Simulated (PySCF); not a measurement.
A calculated (PBE0, PySCF 2.14, def2-QZVPPD, no relativity, point nucleus) atom or ion has these occupied shells.

| shell | electrons | orbital energy (eV) | rms radius, mean of both spins (bohr) |
| --- | --- | --- | --- |
| 1s | 2 | -111.97 | 0.489 |
| 2s | 2 | -6.492 | 2.85 |

Problem. Name the element and its charge.

Solution. Be (beryllium, neutral), in [He] 2s2, closed-shell 1S.
